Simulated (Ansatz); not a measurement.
**A relaxation, step by step**

CH$_{7}$GeO, doublet, PBE0-D4/def2-TZVP (Ansatz 0.2.0). Settings:

```yaml
hamiltonian: {xc: pbe0, dispersion: d4}
relax: {f_tol: 0.005, max_steps: 200}
```

Start, a step off a saddle point along its unstable mode:

| atom | x (Å) | y (Å) | z (Å) |
| --- | --- | --- | --- |
| H1 | 0.6842 | -0.4728 | -0.4811 |
| Ge2 | 1.9398 | 0.0454 | -0.1636 |
| O3 | -1.3635 | -1.0581 | -0.4318 |
| C4 | -1.9327 | -0.0020 | 0.2003 |
| H5 | 1.9250 | 0.7868 | 1.1779 |
| H6 | 2.9464 | -1.1015 | -0.1217 |
| H7 | 2.2808 | 1.0306 | -1.2856 |
| H8 | -1.8225 | 0.9715 | -0.3161 |
| H9 | -1.6483 | 0.0745 | 1.2606 |
| H10 | -3.0092 | -0.2744 | 0.1610 |

```tsv
step	energy less the last (meV)	largest force component (eV/Å)
1	313.7	2.930
6	55.0	0.085
11	51.2	0.047
16	45.5	0.085
21	42.0	0.085
26 (rejected trial)	40.4	0.408
31	29.8	0.064
36	16.4	0.091
41 (rejected trial)	11.5	0.302
46	7.1	0.014
51	4.0	0.035
56	2.5	0.048
61	1.3	0.063
66	0.8	0.040
71	0.3	0.023
76	0.0	0.023
80	0.0	0.004
```

Step 46, positions (Å) and forces (eV/Å):

| atom | x | y | z | Fx | Fy | Fz |
| --- | --- | --- | --- | --- | --- | --- |
| H1 | 1.094 | 0.233 | -1.569 | 0.004 | 0.002 | -0.002 |
| Ge2 | 1.925 | 0.110 | -0.286 | -0.003 | -0.003 | 0.008 |
| O3 | -1.079 | -1.044 | -0.109 | 0.004 | -0.007 | 0.003 |
| C4 | -1.933 | -0.068 | 0.285 | -0.013 | 0.014 | -0.009 |
| H5 | 1.214 | 0.839 | 0.863 | 0.000 | 0.001 | 0.000 |
| H6 | 2.137 | -1.363 | 0.075 | 0.001 | -0.001 | -0.003 |
| H7 | 3.292 | 0.779 | -0.513 | 0.000 | -0.001 | 0.000 |
| H8 | -2.610 | 0.232 | -0.530 | -0.004 | -0.001 | 0.003 |
| H9 | -1.444 | 0.806 | 0.739 | 0.003 | 0.000 | -0.003 |
| H10 | -2.596 | -0.525 | 1.045 | 0.009 | -0.005 | 0.004 |

Step 51, positions (Å) and forces (eV/Å):

```json
{"atom": "H1", "x": "1.136", "y": "0.289", "z": "-1.571", "Fx": "0.008", "Fy": "0.002", "Fz": "-0.004"}
{"atom": "Ge2", "x": "1.930", "y": "0.107", "z": "-0.271", "Fx": "-0.018", "Fy": "-0.002", "Fz": "0.005"}
{"atom": "O3", "x": "-1.097", "y": "-1.028", "z": "-0.178", "Fx": "0.021", "Fy": "-0.021", "Fz": "-0.002"}
{"atom": "C4", "x": "-1.943", "y": "-0.065", "z": "0.259", "Fx": "-0.035", "Fy": "0.016", "Fz": "0.004"}
{"atom": "H5", "x": "1.197", "y": "0.809", "z": "0.882", "Fx": "0.004", "Fy": "0.003", "Fz": "0.002"}
{"atom": "H6", "x": "2.104", "y": "-1.381", "z": "0.046", "Fx": "0.007", "Fy": "0.002", "Fz": "-0.005"}
{"atom": "H7", "x": "3.314", "y": "0.759", "z": "-0.436", "Fx": "-0.002", "Fy": "-0.004", "Fz": "0.002"}
{"atom": "H8", "x": "-2.752", "y": "0.139", "z": "-0.458", "Fx": "-0.005", "Fy": "0.000", "Fz": "0.000"}
{"atom": "H9", "x": "-1.443", "y": "0.861", "z": "0.576", "Fx": "0.008", "Fy": "0.003", "Fz": "0.001"}
{"atom": "H10", "x": "-2.446", "y": "-0.490", "z": "1.150", "Fx": "0.013", "Fy": "0.001", "Fz": "-0.004"}
```

Step 56, positions (Å) and forces (eV/Å):

```tsv
atom	x	y	z	Fx	Fy	Fz
H1	1.173	0.337	-1.577	-0.005	-0.001	0.005
Ge2	1.923	0.104	-0.258	0.011	0.007	-0.023
O3	-1.110	-1.027	-0.219	-0.023	0.015	0.021
C4	-1.946	-0.065	0.244	0.015	0.012	-0.007
H5	1.167	0.782	0.894	0.003	-0.008	0.000
H6	2.077	-1.396	0.011	-0.004	0.005	0.007
H7	3.318	0.745	-0.369	-0.005	-0.004	0.011
H8	-2.836	0.068	-0.391	0.025	-0.005	0.040
H9	-1.445	0.894	0.447	-0.030	-0.033	-0.007
H10	-2.321	-0.442	1.218	0.014	0.011	-0.048
```

Last step (80):

| atom | x (Å) | y (Å) | z (Å) |
| --- | --- | --- | --- |
| H1 | 1.0684 | 0.5787 | -1.3961 |
| Ge2 | 1.8978 | 0.0891 | -0.2015 |
| O3 | -1.1266 | -1.1206 | -0.0918 |
| C4 | -1.9301 | -0.0612 | 0.1702 |
| H5 | 1.2152 | 0.5112 | 1.1072 |
| H6 | 2.0601 | -1.4326 | -0.2498 |
| H7 | 3.2862 | 0.7501 | -0.2632 |
| H8 | -2.9481 | -0.1817 | -0.2275 |
| H9 | -1.4915 | 0.9044 | -0.1211 |
| H10 | -2.0316 | -0.0373 | 1.2736 |

Hardware: 8 CPU threads of an Intel Xeon, shared host. Wall time 8.9 min; peak host memory 0.68 GiB.
